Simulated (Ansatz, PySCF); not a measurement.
Ta(O)(NH2)3 (H6N3OTa), SMILES [NH2][Ta]([NH2])([NH2])=[O], multiplicity 1. Atoms are numbered in the order given.

```xyz
11

Ta     0.0000     0.0000    -0.0613
O     -0.0001     0.0000    -1.7964
N     -1.3650     1.3251     0.5747
H     -1.8001     1.3373     1.4956
H     -1.8298     2.0088    -0.0200
N      1.8300     0.5195     0.5747
H      2.6546     0.5799    -0.0198
H      2.0580     0.8906     1.4956
N     -0.4650    -1.8446     0.5746
H     -0.8249    -2.5890    -0.0200
H     -0.2577    -2.2277     1.4955
```
Charge 0, spin multiplicity 1.

Geometry: B3LYP-D3(BJ)/def2-SVP. The spin state was assumed, not searched. The structure was generated by enumeration; whether it is a known compound was not checked. The def2 effective core potentials stand for the cores of Ta; spin–orbit coupling is left out. The values are those of a single conformer.

Two levels are set side by side: PBE-D3(BJ)/def2-SVP (Ansatz, a first-principles code) and B3LYP-D3(BJ)/def2-SVP (Ansatz). Each level has its own optimised geometry; the coordinates shown are those of the second. Frequencies come from the Hessian of PySCF at each geometry. Differences are taken from unrounded values.

```csv
quantity,B3LYP-D3(BJ)
mean bond length (Å),1.386
bond Ta1–O2 (Å),1.735
bond Ta1–N3 (Å),2.006
bond Ta1–N6 (Å),2.006
bond Ta1–N9 (Å),2.006
bond N3–H4 (Å),1.019
bond N3–H5 (Å),1.018
bond N6–H7 (Å),1.018
bond N6–H8 (Å),1.019
bond N9–H10 (Å),1.018
bond N9–H11 (Å),1.019
highest harmonic wavenumber (cm⁻¹),3623
mean harmonic wavenumber (cm⁻¹),1255
zero-point energy (kcal/mol),48.44
```

Problem. What does PBE-D3(BJ) give, and how far is it from B3LYP-D3(BJ)? (Estimate from the structure and the level; the computed values follow.)

Solution. 
```
quantity                            PBE-D3(BJ)  PBE-D3(BJ) minus B3LYP-D3(BJ)
----------------------------------  ----------  -----------------------------
mean bond length (Å)                     1.392                          0.005
bond Ta1–O2 (Å)                          1.744                          0.008
bond Ta1–N3 (Å)                          2.007                          0.001
bond Ta1–N6 (Å)                          2.007                          0.001
bond Ta1–N9 (Å)                          2.007                          0.001
bond N3–H4 (Å)                           1.025                          0.007
bond N3–H5 (Å)                           1.025                          0.007
bond N6–H7 (Å)                           1.025                          0.007
bond N6–H8 (Å)                           1.025                          0.007
bond N9–H10 (Å)                          1.025                          0.007
bond N9–H11 (Å)                          1.025                          0.007
highest harmonic wavenumber (cm⁻¹)        3558                            -66
mean harmonic wavenumber (cm⁻¹)           1226                            -29
zero-point energy (kcal/mol)             47.31                          -1.14
```

Exact exchange shortens and stiffens bonds; PBE has none. Differences between two approximate levels are no errors against the true value.
